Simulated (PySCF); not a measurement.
**Vibration and rotation of IO**

r²SCAN constants of IO, ²Π (doublet), unpaired electrons π ↑ (basis I aug-cc-pVDZ-PP with ECP28, O aug-cc-pVDZ; scalar-relativistic core potentials; PySCF 2.14; masses 126.9045 and 15.9949 u):

```
ωe              : 667.9 cm⁻¹
ωexe            : 3.58 cm⁻¹
Be              : 0.32087 cm⁻¹
αe              : 0.00225 cm⁻¹
D (centrifugal) : 2.96e-07 cm⁻¹
De to I + O     : 2.55 eV
```

Problem. Give the vibrational terms G(v) and spacings up to v = 6.

Solution. G(v) = ωe(v+½) − ωexe(v+½)².

```
v  G(v) (cm⁻¹)  G(v) − G(v−1)  Bv (cm⁻¹)
0        333.1                    0.3197
1        993.8          660.7     0.3175
2       1647.4          653.6     0.3152
3       2293.8          646.4     0.3130
4       2933.1          639.3     0.3107
5       3565.2          632.1     0.3085
6       4190.1          624.9     0.3062
```

Problem. How well does the Morse estimate ωe²/(4ωexe) reproduce De, and what is D0?

Solution. It gives 3.86 eV, 151 % of the computed De. D0 = De − G(0) = 2.55 − 0.04 = 2.51 eV.

Spin–orbit coupling is left out, which matters for elements this heavy, above all for dissociation energies. The state was picked by a PBE0 search and need not be the measured ground state.
